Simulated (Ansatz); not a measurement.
Molecule: IrH, net charge 0, triplet state. The spin state was set by rule; other spins were not relaxed. 
Structure (B3LYP-D3(BJ)/def2-TZVP (Ansatz, an electronic-structure program) minimum search):
```
Ir
H 1 1.5590
```
Charge 0, spin multiplicity 3.

Dipole moments at this geometry, in debye (magnitudes).

```tsv
level	program	dipole (D)
PBE/def2-TZVPD	Ansatz	1.21
BLYP/def2-TZVPD	Ansatz	1.20
revPBE/def2-TZVPD	Ansatz	1.25
r2SCAN/def2-TZVPD	Ansatz	1.36
B97M-V/def2-TZVPD	Ansatz	1.51
B3LYP/def2-TZVPD	Ansatz	1.41
r2SCANh/def2-TZVPD	Ansatz	?
wB97X-V/def2-TZVPD	Ansatz	1.78
CCSD(T)/def2-SVPD	Ansatz	?
```

### Question
Complete the blanks.

### Answer

- r2SCANh/def2-TZVPD, dipole (D): 1.45
- CCSD(T)/def2-SVPD, dipole (D): 1.61
